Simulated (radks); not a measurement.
Values are calculated unless marked as measured or tabulated.
Neutral tellurium inside a hard spherical wall (all orbitals vanish at R), configuration held at [Kr] 4d10 5s2 5p4 and not refilled when levels cross. Level of theory: scalar-relativistic Kohn-Sham, r2SCAN, spin-unpolarised, spherical densities, finite nucleus; meta-GGA in the generalised Kohn-Sham scheme; Fermi nuclear charge, rms radius 4.7423 fm (a radial shooting solver on a logarithmic mesh with Libxc functionals). Eigenvalues in eV, with the zero of energy where the potential of the charges vanishes at infinity; a dash marks a level that is unbound or too diffuse for the functional's potential to be trusted. A positive occupied level is held by the wall or, in an anion where self-interaction has pushed it up, behind a barrier. The pressure on the wall is -dE/dV.

R (bohr)  E (hartree)  kinetic (hartree)    e(4p)    e(4d)    e(5s)   e(5p)  e(6s, empty)  e(5d, empty)  pressure (GPa)
free      -6795.18285           7119.585  -117.44  -42.695  -15.615  -6.165             -             -               0
20        -6795.18285           7119.585  -117.44  -42.695  -15.615  -6.165             -             -        < 0.0001
15        -6795.18285           7119.585  -117.44  -42.695  -15.615  -6.165         0.151         1.513        < 0.0001
12        -6795.18284           7119.585  -117.44  -42.694  -15.614  -6.164         0.424         2.009        0.000191
10        -6795.18272           7119.587  -117.43  -42.683  -15.605  -6.155         0.902         2.522         0.00420
7         -6795.17512           7119.650  -117.08  -42.338  -15.334  -5.876         3.706         4.287           0.505
5         -6795.06009           7120.332  -114.65  -39.960  -13.537  -3.755        13.744         9.236            16.4
4         -6794.65675           7122.227  -110.14  -35.600   -9.882   0.919        31.409        17.553             117
3.5       -6794.05033           7124.722  -105.77  -31.423   -5.676   6.364        50.130        26.353             343
3         -6792.62615           7130.130  -98.630  -24.669    2.693  17.028        83.966        42.394            1140
2         -6777.47134           7182.828  -59.962   13.825   73.310  100.59        300.02        148.05           23600
